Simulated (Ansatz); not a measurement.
Reaction: GeH2Br2 (dibromogermane, SMILES [GeH2]([Br])[Br]) → GeH2Br (SMILES [Br][GeH2], doublet) + Br (doublet) (the Br-Ge bond breaks)
Each species at its own B3LYP-D3(BJ)/def2-TZVP minimum (Ansatz, a first-principles code).

Property: bond dissociation energy (electronic), in kJ/mol. UHF or UKS for unpaired electrons; spin-orbit terms are left out. Correlated methods leave the cores frozen (noble-gas shells, and filled d and f shells in the p block). No relativity. CBS(X,Y): correlation extrapolated as X^-3, Hartree-Fock from the larger set (Q,5: extrapolated as (X+1)exp(-9√X)). A bracket is a step between two methods taken in the basis named. Double hybrids freeze cores in their MP2 part. Spin-orbit terms, left out, reach several kcal/mol for Br and I, and more for heavier atoms.

CCSD(T)/CBS(cc-pVQZ,cc-pV5Z) + [CCSDT(Q) - CCSD(T)]/cc-pVTZ (Ansatz) gives 367.2 kJ/mol.

Question: What does PBE/def2-TZVPD (Ansatz) give here, and how do the other levels compare?

Answer: PBE gives 353.6 kJ/mol, 13.6 kJ/mol below it. Differences of the others: B3LYP/def2-TZVPD (Ansatz) -32.9; PBE0/def2-TZVPD (Ansatz) -13.3; B2PLYP/def2-TZVPD (Ansatz) -20.0; CCSD(T)/CBS(cc-pVQZ,cc-pV5Z) (Ansatz) 0.4 kJ/mol.
